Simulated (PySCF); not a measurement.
PySCF job for C₃H₁₂Si₂, SMILES [SiH3]CCC[SiH3], IEF-PCM-PBE0/def2-SVP. Coordinates come from a ωB97X-D3(BJ)/def2-SVP optimisation. Other conformers were not sampled.

```python
import numpy as np
from pyscf import gto, scf, dft
from pyscf.solvent import pcm

mol = gto.M(
    atom='''
    Si    2.06447348   -0.18102233   -0.59989941
    C     0.99572681    0.82383562    0.59038375
    C     0.00000000   -0.00000000    1.42277161
    C    -0.99572681   -0.82383563    0.59038374
    Si   -2.06447348    0.18102233   -0.59989940
    H     2.68814947   -1.33015137    0.12566590
    H     3.14948670    0.67915251   -1.15905439
    H     1.27117209   -0.72798889   -1.74026957
    H     1.68067925    1.36704880    1.26427556
    H     0.47153592    1.60411806    0.00949844
    H    -0.56338251    0.67765129    2.08785840
    H     0.56338251   -0.67765130    2.08785840
    H    -0.47153593   -1.60411806    0.00949844
    H    -1.68067926   -1.36704880    1.26427555
    H    -3.14948670   -0.67915251   -1.15905439
    H    -2.68814947    1.33015137    0.12566591
    H    -1.27117208    0.72798890   -1.74026956
    ''',
    basis='def2-SVP',
    charge=0,
    spin=0,
    max_memory=1600,
    verbose=3,
)
mf = dft.RKS(mol, xc='pbe0').density_fit(auxbasis='def2-universal-jkfit')
mf.grids.level = 3
mf.conv_tol = 1e-9
mf.max_cycle = 100
mf.kernel()
res = {}
for name, eps in {'water': 78.355, 'ethanol': 24.852, 'benzene': 2.2706}.items():
    s = mf.PCM()
    s.with_solvent.method, s.with_solvent.eps, s.with_solvent.lebedev_order = 'IEF-PCM', eps, 17
    s.kernel(mf.make_rdm1())
    res[name] = (s.e_tot, eps, s.dip_moment(), s.mo_energy, s.converged)
    print(f'{name}: electrostatic solvation free energy {(s.e_tot - mf.e_tot) * 627.509474:.3f} kcal/mol')
```

It prints:

```
converged SCF energy = -699.846353201339

WARN: PCM is an experimental feature. It is still in testing.
Features and APIs may be changed in the future.

converged SCF energy = -699.847802729335
Dipole moment(X, Y, Z, Debye): -0.00000, -0.00000,  1.30461
water: electrostatic solvation free energy -0.910 kcal/mol

WARN: PCM is an experimental feature. It is still in testing.
Features and APIs may be changed in the future.

converged SCF energy = -699.8477367731
Dipole moment(X, Y, Z, Debye): -0.00000, -0.00000,  1.28869
ethanol: electrostatic solvation free energy -0.868 kcal/mol

WARN: PCM is an experimental feature. It is still in testing.
Features and APIs may be changed in the future.

converged SCF energy = -699.846996314682
Dipole moment(X, Y, Z, Debye): -0.00000, -0.00000,  1.12061
benzene: electrostatic solvation free energy -0.404 kcal/mol
```

The calculation finished and met its thresholds.

Cost: about 100 core-seconds (a rough figure).
